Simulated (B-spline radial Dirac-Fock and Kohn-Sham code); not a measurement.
**Kohn-Sham estimates against Dirac-Fock for the levels of Se⁴⁺**

System: the Se⁴⁺ ion, configuration [Ar] 3d9 4s2 4p1 (not the ground configuration).

The density-functional columns are spherical, spin-unpolarised Dirac-Kohn-Sham results without Breit or QED terms: −ε is minus the orbital energy of the initial state and ΔSCF the difference of two total energies. The reference in the last column comes from Dirac-Fock ΔSCF + Breit + QED. All numbers are from a radial finite-basis atomic code, in eV; a selection of levels is shown. For the 1s level of heavy atoms much of the gap between ΔSCF and the reference is the Breit and QED part, -27.3 eV here; for other levels the error of the functional can be larger.

```
     level   LDA −ε  LDA ΔSCF  Dirac-Fock
    K (1s)  12548.2   12763.3     12739.0
   L1 (2s)   1673.4    1711.3      1742.4
L2 (2p1/2)   1509.8    1555.6      1558.8
L3 (2p3/2)   1468.1    1512.8      1517.8
   M1 (3s)    277.8     293.3       310.6
M2 (3p1/2)    221.7     237.1       246.0
M3 (3p3/2)    215.7     230.9       240.0
 M4,5 (3d)    117.9     132.9       130.9
   N1 (4s)    66.19     73.29       70.44
 N2,3 (4p)    51.82     58.21       57.33
```

Values without a named source are computed, but for edge energies of neutral atoms, which are taken from tables.
